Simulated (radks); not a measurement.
All-electron atom: Rb3+ in [Ar] 3d10 4s2 4p4 (the NIST ground configuration). Calculated with a radial shooting solver on a logarithmic mesh with Libxc functionals: scalar-relativistic Kohn-Sham, r2SCAN, spin-polarised, spherical densities, finite nucleus; open shells are filled with parallel spins first (spin-orbit coupling, left out, can overturn this in heavy ions); meta-GGA in the generalised Kohn-Sham scheme; Fermi nuclear charge, rms radius 4.2036 fm. Some entries of the table are withheld. Estimate them.

| orbital | occ. | eigenvalue (eV) | r(max) (bohr) |
|---|---|---|---|
| 1s up | 1 | -15107.50 | 0.02629 |
| 1s down | 1 | -15107.17 | 0.02629 |
| 2s up | 1 | -2059.476 | 0.1494 |
| 2s down | 1 | -2059.407 | 0.1494 |
| 2p up | 3 | -1827.650 | 0.1197 |
| 2p down | 3 | -1827.404 | 0.1197 |
| 3s up | 1 | -340.5895 | 0.4500 |
| 3s down | 1 | -340.3197 | 0.4502 |
| 3p up | 3 | -265.3418 | 0.4459 |
| 3p down | 3 | -265.0092 | 0.4462 |
| 3d up | 5 | -141.3587 | (1) |
| 3d down | 5 | -140.9368 | (2) |
| 4s up | 1 | -66.3699 | 1.240 |
| 4s down | 1 | -63.3550 | 1.238 |
| 4p up | 3 | (3) | 1.371 |
| 4p down | 1 | (4) | 1.369 |

Answer. 
(1) 3d up r(max) (bohr): 0.3943
(2) 3d down r(max) (bohr): 0.3944
(3) 4p up eigenvalue (eV): -48.4126
(4) 4p down eigenvalue (eV): -45.5065
